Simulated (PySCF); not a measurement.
C6H10AlNS.
SMILES: `S(C)c1c[n+]([AlH3-])ccc1`

Torsions of this conformer, `[CH3:1][S:2][c:3]1[cH:4][cH:5][cH:6][n+:7]([AlH3-:8])[cH:9]1`: C1–S2–C3–C4 180°.

The closed-shell ground state was solved at several levels (PySCF, density fitting, gas phase, non-relativistic). Isolated species at its PBE0-D3(BJ)/def2-SVP geometry (one conformer only).

```json
{"level": "HF/pcSseg-1", "basis functions": "217", "total energy (Eh)": "-926.8321", "HOMO (eV)": "-9.25", "LUMO (eV)": "1.41", "gap (eV)": "10.66", "dipole (D)": "6.29"}
{"level": "PBE0/pcSseg-1", "basis functions": "217", "total energy (Eh)": "-929.3644", "HOMO (eV)": "-7.09", "LUMO (eV)": "-2.14", "gap (eV)": "4.95", "dipole (D)": "6.38"}
```

Question: Estimate the row for B3LYP/def2-SVPD, a basis of 271 functions; the other rows only guide the guess.

Answer: Total energy -929.6821 Eh, HOMO -6.87 eV, LUMO -2.33 eV, gap 4.54 eV, dipole 6.36 D.

Question: Over all these levels, which gives the widest orbital gap and which the narrowest?

Answer: HF/pcSseg-1 (Hartree–Fock, all exact exchange) has the widest, 10.66 eV, and B3LYP/def2-SVPD (global hybrid, 20 % exact exchange) the narrowest, 4.54 eV. Functional and basis both differ between the two, so the spread mixes both effects. The HOMO need not be the same orbital at Hartree–Fock and at DFT levels.

Question: How far do the dipole and the HOMO energy spread over the levels?

Answer: The dipole runs from 6.29 to 6.38 D (mean 6.35 D) and the HOMO from -9.25 to -6.87 eV.
